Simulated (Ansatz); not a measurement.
Reaction (silylene formation by 1,1-elimination): `C[SiH2][SiH](F)Cl` → `C[SiH](F)Cl` + `[SiH2]`

Isolated molecules relaxed with PBE0-D4/def2-TZVP in Ansatz; ΔE leaves out vibrations. CBS: MP2 limit from def2 TZ/QZ plus the TZ coupled-cluster correction, frozen cores. This one scheme is used for every species. One conformer a species, not always the lowest.

`C[SiH2][SiH](F)Cl`:

Cartesian coordinates in Å:
```
C -0.876 1.204 0.859
Si 0.361 -0.200 0.835
Si 0.674 -0.960 -1.356
F 1.286 0.209 -2.261
Cl -1.163 -1.443 -2.142
H -1.828 0.881 0.431
H -0.509 2.051 0.275
H -1.054 1.543 1.882
H -0.119 -1.365 1.629
H 1.680 0.223 1.383
H 1.547 -2.145 -1.535
```

`C[SiH](F)Cl`:

```xyz
8

C    -0.924   -0.272    0.310
Si    0.706    0.302   -0.332
F     1.101    1.675    0.375
Cl    2.163   -1.063    0.112
H    -1.699    0.467    0.093
H    -1.205   -1.218   -0.157
H    -0.878   -0.422    1.391
H     0.735    0.532   -1.791
```

`[SiH2]`:

Z-matrix (Å, degrees):
```
Si
H 1 1.525
H 1 1.525 2 91.2
```

```tsv
species	MP2/def2-QZVPP energy (Eh)
`C[SiH2][SiH](F)Cl`	-1179.36355
`C[SiH](F)Cl`	-889.12526
`[SiH2]`	-290.15204
```

Problem. Work out ΔE.

Solution. ΔE = (-889.12526) + (-290.15204) − (-1179.36355) = 0.08625 Eh = +226.4 kJ/mol. CCSD(T)/CBS gives +215.0 kJ/mol.

Largest T1 diagnostic among the species: 0.014.

From PBE to PBE0 (25 % exact exchange), in def2-TZVPP and without D4, ΔE moves by +4.2 kJ/mol. In def2-TZVPP, CCSD(T) changes the Hartree–Fock value by +19.3 kJ/mol (the triples alone add +5.5 kJ/mol) and MP2 by +34.1 kJ/mol. The D4 term adds +13.9 kJ/mol with B3LYP and +7.9 kJ/mol with PBE0; it sums over pairs of atoms, weighted by their polarisabilities, and B3LYP, whose exchange is more repulsive, gets the larger term.

B3LYP here is the variant with VWN-RPA as its local correlation; programs differ in this.
